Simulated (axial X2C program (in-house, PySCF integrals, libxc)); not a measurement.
KSi⁻ at several levels of theory

Computed with an in-house relativistic program for diatomic molecules. Spin-free means the one-electron spin-free X2C Hamiltonian; two-component (2c) means X2C with spin–orbit coupling and atomic mean-field two-electron Coulomb and Gaunt terms, so the difference of the two also holds small scalar two-electron terms. Basis: K dyall-acv3z [12s13p7d3f], Si dyall-av3z [9s8p3d2f] (cores contracted in-house); Gaussian nuclei, density fitting, unrestricted open shells. Masses: K 38.964 u, Si 27.977 u.

The run was started with this input:
```json
{"zs": [19, 14], "q": -1, "bas": ["dyall-acv3z", "dyall-av3z"], "levels": ["PBE0", "HF", "BP86"], "cc": true, "r0": 3.12, "thr": -2.0, "nmax": 90, "npts": 10, "nst": 2, "ntry": 6}
```
```bash
python so2c.py task.json out
```

Keys: zs atomic numbers; q charge; bas basis sets; levels methods; cc coupled cluster on or off; r0 starting distance in Å; thr threshold in hartree for freezing inner shells (an s shell follows its p shell); nmax most natural virtual spinors; npts points on the curve; nst determinants followed; ntry starts of the search. HF also brings MP2.

State, spin-free: M_S = 1, Λ = 0 (beyond evenly filled blocks: π+α, π-α); electrons by block: σα: 10, σβ: 10, π+α: 4, π+β: 3, π-α: 4, π-β: 3. Fragments: K + Si-.

State, 2c: Ω = 1 (⟨Sz⟩ = 1.00, ⟨Lz⟩ = 0.00 at PBE0); electrons by block: 1/2: 13, -1/2: 14, 3/2: 4, -3/2: 3. Fragments: K + Si-.

```csv
Hamiltonian,level,Re (Å),ωe (cm⁻¹),ωexe (cm⁻¹),αe (cm⁻¹),De (eV),D0 (eV),k (mdyn/Å),μ (D)
spin-free,PBE0,3.244,151.0,1,0.000879,0.974,0.965,0.219,1.38
spin-free,HF,3.368,141.7,0.9,0.000806,0.883,0.875,0.193,2.95
spin-free,CCSD,3.283,149.9,1.03,0.000867,0.925,0.916,0.215,n/a
spin-free,CCSD(T),3.274,150.6,1.02,0.000872,0.896,0.886,0.218,n/a
spin-free,BP86,3.246,148.3,1.06,0.00092,0.955,0.945,0.211,-0.07
2c,PBE0,3.244,150.9,1,0.000879,0.974,0.964,0.219,1.38
2c,HF,3.368,141.7,0.9,0.000806,0.883,0.874,0.193,2.95
2c,CCSD,3.285,149.8,0.99,0.00085,0.927,0.918,0.215,n/a
2c,CCSD(T),3.276,150.7,0.989,0.000854,0.899,0.889,0.218,n/a
2c,BP86,3.246,148.3,1.07,0.000924,0.954,0.945,0.211,-0.07
```

Correlated methods: 14 electrons correlated (number of frozen shells: K 2 s, 1 p; Si 2 s, 1 p), 258 virtual spin orbitals or spinors in MP2, 90 natural virtuals in coupled cluster.

Dipoles are positive if Si is the positive end and refer to the centre of mass.

Occupations by symmetry block were frozen at the best pattern of an incomplete PBE0 search. De is counted from the lowest determinant-based energies of the atoms at the same level, without counterpoise correction. Density functionals use the spin component along the axis (collinear). Coupled cluster ran in a truncated set of natural virtual spinors; the MP2 energy of the rest was added. (T) has no such correction and the atoms are truncated less, which lowers De at CCSD(T) by a hundredth of an eV or more. PBE0 can misorder states that lie within some tenths of an eV, so this need not be the ground state of the molecule. The nearest other spin-free determinant of the search, M_S = 2, Λ = 0, lies 0.11 eV up at the distance of the search. The functionals have no current-density term, which raises determinants with orbital currents, atoms included. With several unpaired electrons one determinant need not be a pure state. Open-shell Ω = 0 determinants with evenly filled partner blocks cannot be reached by this program, so the Ω shown need not be the lowest component. This is the Ω = 1 component of a π² triplet; the 0⁺ component is not one determinant and can lie lowest. The highest occupied level of some functionals is positive through self-interaction error; at Hartree–Fock it is bound. The determinant is spin-polarised beyond a pure state at some levels (its spin-free form has ⟨S²⟩ too high), which makes Re and μ there less reliable. Hartree–Fock gets electron affinities wrong, so its lowest charge split need not be the true one.

No reliable constants came from MP2 (2c), MP2 (spin-free): no minimum in range, unconverged points, a curve that is not smooth, a change of character along it, or the two Hamiltonians disagreeing along it.

Rough cost a point (2c) on 1 thread(s) of a shared host, integrals apart: PBE0 0.8 s, HF 0.4 s, CCSD(T) 7 s, BP86 0.7 s.

The whole task took 3.5 min on 1 thread of Intel(R) Xeon(R) 6975P-C (Granite Rapids), with other jobs on the host.
